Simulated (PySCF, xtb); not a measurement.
B(F)(Me)(OMe) (C₂H₆BFO), SMILES COB(C)F.

GFN2-xTB in xtb at its own geometry gives an orbital gap of 6.60 eV and a dipole moment of 3.40 D.

Coordinates come from a r2SCAN-D4/def2-SVP optimisation. The values are those of a single conformer.

Task: What does B3LYP/def2-TZVP in PySCF give? (An estimate is asked for; the answer gives what the named calculation found.)

Result: gap 9.19 eV (levels -8.78 and 0.40 eV), dipole 2.78 D.
